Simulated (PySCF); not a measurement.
**Dipole response of Mn (manganese, neutral)**

[Ar] 3d5 4s2, high-spin 6S determinant. All numbers are calculated (PySCF 2.14, the spin-free X2C one-electron Hamiltonian (Gaussian nucleus), in x2c-QZVPPall with one added diffuse shell each of s, p, d, f, g type (12s8p6d5f3g, 128 functions)). Coupled (time-dependent) response in atomic units; α is the mean over directions.

| method | mean α (bohr³) | C₆ (like pair) | S(−4) |
| --- | --- | --- | --- |
| BLYP | 66.84 | 621.4 | 2443 |

S(−4) is the Cauchy moment in α(ω) = α(0) + S(−4) ω² + …

Reference α: 68 ± 9 bohr³ (recommended; Schwerdtfeger and Nagle, table of static dipole polarizabilities (2023 update)). Published C₆: 552.0 (Chu and Dalgarno (2004); Tang, Norbeck and Certain (1976)).

α(iu) at BLYP:

```tsv
u (hartree)	α(iu) (bohr³)
0	66.84
0.0500	61.36
0.100	49.88
0.200	30.08
0.300	19.18
0.500	9.904
0.750	5.751
1.00	3.929
1.50	2.306
2.00	1.568
3.00	0.8827
5.00	0.4020
```

A single London oscillator, α(iu) = α/(1 + u²/ω²), gives C₆ = (3/4) ω α². Matching the computed C₆ needs ω = 4 × 621.4 / (3 × 66.84²) = 0.185 hartree.
